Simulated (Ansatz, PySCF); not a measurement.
Gas-phase reaction (SMILES): OCCC[SeH] + 4 [H][H] (H2) -> 3 C (CH4) + O (H2O) + [SeH2] (H2Se); energy of full hydrogenation.

Structures are relaxed separately at B3LYP-D3(BJ)/def2-TZVP in Ansatz (a quantum-chemistry and plane-wave program), one conformer each, not searched for the lowest. Correlated levels leave the core frozen unless marked. Spin-orbit coupling is left out. Frozen are the shells of the preceding noble gas and the d and f shells that filled before the atom's block. Non-relativistic. CBS(X,Y): correlation extrapolated as X^-3; Hartree-Fock from the larger set. Thermal terms are rigid-rotor harmonic-oscillator values from B3LYP-D3(BJ) frequencies (PySCF) at 298.15 K and 1 atm. 1 Eh = 627.5095 kcal/mol.

```json
[
 {"species": "OCCC[SeH]", "E, CCSD(T)/CBS(cc-pVTZ,cc-pVQZ) (Ansatz) (Eh)": "-2594.20553", "E, B3LYP-D3(BJ)/def2-TZVPD (Ansatz + dftd3) (Eh)": "-2596.03845", "H - E (Eh)": "0.11482", "G - E (Eh)": "0.07391"},
 {"species": "[H][H] (H2)", "E, CCSD(T)/CBS(cc-pVTZ,cc-pVQZ) (Ansatz) (Eh)": "-1.17450", "E, B3LYP-D3(BJ)/def2-TZVPD (Ansatz + dftd3) (Eh)": "-1.17983", "H - E (Eh)": "0.01336", "G - E (Eh)": "-0.00144"},
 {"species": "C (CH4)", "E, CCSD(T)/CBS(cc-pVTZ,cc-pVQZ) (Ansatz) (Eh)": "-40.45816", "E, B3LYP-D3(BJ)/def2-TZVPD (Ansatz + dftd3) (Eh)": "-40.53958", "H - E (Eh)": "0.04840", "G - E (Eh)": "0.02728"},
 {"species": "O (H2O)", "E, CCSD(T)/CBS(cc-pVTZ,cc-pVQZ) (Ansatz) (Eh)": "-76.37426", "E, B3LYP-D3(BJ)/def2-TZVPD (Ansatz + dftd3) (Eh)": "-76.46738", "H - E (Eh)": "0.02495", "G - E (Eh)": "0.00353"},
 {"species": "[SeH2] (H2Se)", "E, CCSD(T)/CBS(cc-pVTZ,cc-pVQZ) (Ansatz) (Eh)": "-2401.27457", "E, B3LYP-D3(BJ)/def2-TZVPD (Ansatz + dftd3) (Eh)": "-2402.79178", "H - E (Eh)": "0.01725", "G - E (Eh)": "-0.00763"}
]
```

### Question
Work out ΔE and ΔH, ΔG, ΔS and the equilibrium constant at 298.15 K at the first level, then ΔH at the second.

### Answer

1. ΔE = [3×(-40.45816) + (-76.37426) + (-2401.27457)] - [(-2594.20553) + 4×(-1.17450)] = -0.11978 Eh = -75.2 kcal/mol at CCSD(T)/CBS(cc-pVTZ,cc-pVQZ).
2. The terms H - E add up to 0.01914 Eh, so ΔH = (-0.11978 + (0.01914))×627.5095 = -63.2 kcal/mol.
3. The terms G - E add up to 0.00959 Eh, so ΔG = -69.1 kcal/mol, and ΔS = (0.01914 - (0.00959))×627509.5/298.15 = 20.1 cal/(mol K).
4. log10 K = -ΔG/(RT ln 10) = 50.7, with RT ln 10 = 1.3642 kcal/mol.
5. At B3LYP-D3(BJ)/def2-TZVPD the same steps give ΔE = -75.4 and ΔH = -63.4 kcal/mol, a shift of -0.2 from the first level.
6. These values are not checked against measurement here, since the tables used lack a sound gas-phase enthalpy of formation for at least one species.
